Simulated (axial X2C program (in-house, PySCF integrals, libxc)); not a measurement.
# Working with the constants of MgBr⁺

A bond curve at the CCSD(T) level, with spin–orbit coupling, was computed with an axial X2C code built on PySCF integrals (basis Br dyall-cv3z [8s9p6d4f1g], Mg dyall-cv3z [9s8p6d3f] (cores contracted in-house)) for the state Ω = 0 (closed shell). Its fit gives Re = 2.2611 Å, ωe = 449.5 cm⁻¹, ωexe = 1.48 cm⁻¹ and αe = 8.326e-04 cm⁻¹; the masses are 78.9183 and 23.9850 u. Two-component means X2C with spin–orbit coupling and atomic mean-field Coulomb and Gaunt terms.

Correlated methods: 8 electrons correlated (number of frozen shells: Br 3 s, 2 p, 1 d; Mg 2 s, 1 p), 258 virtual spin orbitals or spinors in MP2, 72 natural virtuals in coupled cluster.

(1) Find the reduced mass, Be and the force constant.

(2) A Morse curve ties αe to the other constants (Pekeris). How well does that hold?

(3) Estimate the centrifugal constant by the Kratzer relation.

(4) Where do the fundamental and the first overtone lie?

(5) Estimate De from a Morse curve and compare with the computed well depth of 2.635 eV to Br + Mg+.

One determinant describes the state; a PBE0 search over occupations chose it and may have missed a lower one. Dissociation energies refer to the lowest single-determinant-based atoms at the same level and basis. Coupled cluster ran in a truncated set of natural virtual spinors; the MP2 energy of the rest was added. (T) has no such correction and the atoms are truncated less, which lowers De at CCSD(T) by a hundredth of an eV or more.

Results:

(1) From the CCSD(T) values: μ = 18.3945 u. Be = 16.8576/(μ Re²) = 0.1793 cm⁻¹. k = 5.8918×10⁻⁷ μ ωe² = 2.19 mdyn/Å.

(2) αe(Morse) = 6Be²/ωe × (√(ωexe/Be) − 1) = 8.035e-04 cm⁻¹; the CCSD(T) curve gives 8.326e-04 cm⁻¹, a ratio of 0.97.

(3) D = 4Be³/ωe² = 1.14e-07 cm⁻¹.

(4) ν(1←0) = ωe − 2ωexe = 446.5 cm⁻¹; ν(2←0) = 2ωe − 6ωexe = 890.1 cm⁻¹.

(5) De(Morse) = ωe²/(4ωexe) = 4.232 eV against 2.635 eV computed, a ratio of 1.61. The extrapolation overshoots: the well softens faster than a Morse curve, or the lowest atomic limit lies below the one to which the curve heads.
